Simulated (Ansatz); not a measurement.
Program: Ansatz. Geometries: PBE0-D4/def2-TZVP. ΔE: electronic, gas phase. CBS: MP2 limit from def2 TZ/QZ plus the TZ coupled-cluster correction, frozen cores. This one scheme is used for every species. Functionals use def2-TZVPP. B3LYP here is the variant with VWN-RPA as its local correlation; programs differ in this. HSE06 is defined as in plane-wave codes. Elements past krypton have def2 core potentials. For Zr outer-core shells are correlated without core-valence functions, which leaves a few kJ/mol of doubt a bond. One conformer a species, not always the lowest.

Consider the redistribution: `[OH][Zr]([OH])([Cl])[Cl]` + `N[Si]N` → `[NH2][Zr]([OH])([Cl])[Cl]` + `N[Si]O`.

| level | ΔE (kJ/mol) | difference from CCSD(T)/CBS |
| --- | --- | --- |
| BLYP-D4 | 27.8 | -2.6 |
| r2SCAN-D4 | 31.6 | 1.2 |
| r2SCANh-D4 | 31.8 | 1.4 |
| HSE06-D4 | 30.7 | 0.3 |
| BLYP | 27.9 | -2.5 |
| B3LYP | 30.0 | -0.4 |
| CAM-B3LYP | 33.6 | 3.2 |
| LC-ωPBE | 38.7 | 8.3 |
| MP2/def2-TZVPP | 30.0 | -0.4 |
| HF/def2-QZVPP | 34.9 | 4.5 |
| CCSD(T)/CBS | 30.4 | 0 |

Largest T1 diagnostic among the species: 0.016.

In def2-TZVPP, CCSD(T) changes the Hartree–Fock value by −5.7 kJ/mol (the triples alone add −0.8 kJ/mol) and MP2 by −4.5 kJ/mol. At CCSD(T), def2-SVP lies +14.4 kJ/mol from the extrapolated value and def2-TZVPP −1.5 kJ/mol. From BLYP to BHLYP (50 % exact exchange), in def2-TZVPP and without D4, ΔE moves by +4.4 kJ/mol.
